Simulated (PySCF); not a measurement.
C2H4F, charge +1, multiplicity 1. Atoms are numbered in the order given.

```xyz
7

C      0.1799     1.1598     0.0000
C     -0.4308    -0.1212     0.0000
F      0.2488    -1.1693     0.0000
H     -0.2442     1.7184    -0.8570
H     -0.2442     1.7184     0.8570
H      1.2675     1.1464     0.0000
H     -1.5130    -0.2911     0.0000
```
Charge +1, spin multiplicity 1.

Geometry: PBE0-D3(BJ)/def2-TZVP. The spin state was assumed, not searched. The isomer is the one that the SMILES or the coordinates give; other isomers of the formula were not compared.

Method: HF/pcSseg-2 in PySCF.

GIAO shieldings, no solvent; atoms alike by connectivity are averaged. δ = σ(ref) − σ: ¹³C against TMS (σ = 193.3 ppm); ¹⁹F against CFCl3 (σ = 237.3 ppm); ¹H against TMS (σ = 31.98 ppm), references at their B3LYP-D3(BJ)/def2-TZVP geometries, non-relativistic.

```
atoms       nucleus  count  δ (ppm)
----------  -------  -----  -------
C2              ¹³C      1        ?
C1              ¹³C      1     36.2
F3              ¹⁹F      1    217.1
H7               ¹H      1        ?
H4, H5, H6       ¹H      3     4.44
```

Task: What belongs in the gaps? (The exact figures need the calculation; the answer reports its results.)

Result: 
- C2, δ (ppm): 277.9
- H7, δ (ppm): 10.16
